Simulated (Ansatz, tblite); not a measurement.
Forces on dimethylphenylsulfonium tetrafluoroborate, `C[S+](C)c1ccccc1.F[B-](F)(F)F` at its PBE-D4/def2-SVP geometry. Charge 0, multiplicity 1.

The xTB rows come from tblite.

GFN2-xTB (tblite), largest force 1.02 eV/Å:

```xyz
25
positions Å, forces eV/Å
C    -2.103   -0.982   -0.249   -0.066   -0.053   -0.136
S    -1.131    0.417    0.368   -0.065   -0.051    0.348
C    -1.861    1.774   -0.609   -0.174    0.280   -0.245
C     0.483    0.257   -0.405    0.491   -0.073   -0.335
C     1.563    0.285    0.493    0.074   -0.027   -0.461
C     2.860    0.193   -0.032   -0.156   -0.052   -0.074
C     3.061    0.063   -1.415   -0.295    0.027    0.094
C     1.965    0.024   -2.293   -0.023    0.024    0.299
C     0.660    0.122   -1.791    0.345    0.009    0.223
H    -1.564   -1.869    0.128   -0.427    0.380   -0.404
H    -3.077   -0.909    0.269    0.527   -0.098   -0.391
H    -2.198   -0.951   -1.349    0.037   -0.124    0.705
H    -2.897    1.905   -0.244    0.640   -0.049   -0.274
H    -1.273    2.683   -0.383   -0.387   -0.523   -0.196
H    -1.852    1.564   -1.695   -0.010    0.162    0.689
H     1.364    0.345    1.575    0.245    0.018   -0.838
H     3.721    0.211    0.654   -0.529   -0.016   -0.454
H     4.083   -0.016   -1.816   -0.647    0.050    0.250
H     2.124   -0.088   -3.376   -0.089    0.068    0.677
H    -0.197    0.088   -2.480    0.534    0.014    0.447
F    -0.042    0.174    3.204   -0.598   -0.800   -0.203
B    -0.753   -1.030    2.979    0.125   -0.129    0.101
F    -0.215   -1.593    1.740   -0.365    0.445    0.803
F    -0.602   -1.933    4.005   -0.113    0.625   -0.678
F    -2.118   -0.737    2.719    0.928   -0.106    0.053
```

PBE-D4/def2-TZVP (Ansatz), largest force 0.47 eV/Å:

```
C -0.008 -0.059 0.002
S 0.029 0.143 -0.449
C -0.042 0.088 -0.041
C 0.098 -0.006 -0.047
C -0.002 0.020 -0.111
C -0.006 -0.002 -0.010
C -0.043 0.005 0.023
C -0.028 -0.005 0.030
C 0.063 0.017 0.028
H -0.193 0.212 -0.174
H 0.225 -0.014 -0.184
H 0.025 -0.012 0.307
H 0.272 -0.044 -0.101
H -0.157 -0.251 -0.066
H 0.001 0.046 0.316
H 0.112 0.003 -0.343
H -0.243 -0.010 -0.195
H -0.288 0.021 0.113
H -0.043 0.032 0.306
H 0.237 0.008 0.202
F 0.013 0.075 0.127
B 0.073 -0.048 -0.086
F 0.051 -0.146 0.117
F 0.002 -0.063 0.115
F -0.150 -0.009 0.121
```

r2SCAN-D4/def2-TZVP (Ansatz), largest force 0.72 eV/Å:

```
C -0.032 -0.147 0.066
S 0.018 0.167 -0.698
C -0.081 0.164 -0.053
C 0.227 -0.030 -0.045
C 0.007 0.000 -0.149
C -0.036 -0.008 -0.043
C -0.095 0.009 0.048
C -0.033 -0.001 0.082
C 0.094 0.016 0.040
H -0.312 0.404 -0.263
H 0.429 -0.019 -0.295
H 0.055 0.001 0.541
H 0.495 -0.080 -0.177
H -0.279 -0.451 -0.114
H 0.006 0.070 0.555
H 0.151 -0.013 -0.581
H -0.433 -0.014 -0.348
H -0.514 0.038 0.202
H -0.080 0.057 0.545
H 0.420 0.014 0.354
F -0.238 -0.352 0.031
B 0.086 -0.054 -0.088
F -0.121 0.069 0.487
F -0.058 0.280 -0.272
F 0.324 -0.121 0.174
```
